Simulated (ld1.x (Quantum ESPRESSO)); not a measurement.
**u(r) = r·R(r): atom against pseudo-atom (Ta (Z = 73))**

Columns: radius, all-electron u(r) and pseudo u(r) of the 5d shell (level -3.59 eV) of tantalum in the configuration [Kr] 4d10 4f14 5s2 5p6 5d3 6s2 6p0; PBE, scalar-relativistic, ultrasoft scheme, ld1.x (Quantum ESPRESSO) 7.5.

| r (bohr) | all-electron | pseudo |
| --- | --- | --- |
| 0.158 | 0.1513 | 0.0009 |
| 0.315 | -0.2391 | 0.0070 |
| 0.473 | -0.2594 | 0.0229 |
| 0.630 | -0.0320 | 0.0514 |
| 0.788 | 0.2242 | 0.0939 |
| 0.945 | 0.4268 | 0.1491 |
| 1.102 | 0.5656 | 0.2144 |
| 1.260 | 0.6494 | 0.2859 |
| 1.418 | 0.6911 | 0.3577 |
| 1.575 | 0.7030 | 0.4239 |
| 1.732 | 0.6953 | 0.4801 |
| 1.890 | 0.6750 | 0.5225 |
| 2.047 | 0.6472 | 0.5485 |
| 2.205 | 0.6151 | 0.5582 |
| 2.362 | 0.5812 | 0.5528 |
| 2.520 | 0.5465 | 0.5352 |
| 2.678 | 0.5122 | 0.5091 |
| 2.835 | 0.4789 | 0.4785 |
| 2.992 | 0.4467 | 0.4468 |
| 3.150 | 0.4157 | 0.4157 |
| 3.308 | 0.3862 | 0.3862 |
| 3.465 | 0.3584 | 0.3584 |
| 3.622 | 0.3322 | 0.3322 |
| 3.780 | 0.3074 | 0.3074 |
| 3.938 | 0.2841 | 0.2841 |
| 4.095 | 0.2625 | 0.2625 |

(1) How many radial nodes do the two functions have?

(2) At about which radius was the pseudo-wave matched?

(3) Is the pseudo-wave norm-conserving?

## Answers

(1) The all-electron 5d function has n − l − 1 = 2; the pseudo-wave has 0, since the states of the same l below it are removed with the core.

(2) 3.15 bohr. The columns agree to 0.0005 from 2.83 bohr on; several derivatives are matched, so the curves merge somewhat inside the radius.

(3) No, it belongs to an ultrasoft set: the norm inside the radius is not constrained, and the difference is carried by the augmentation charge.
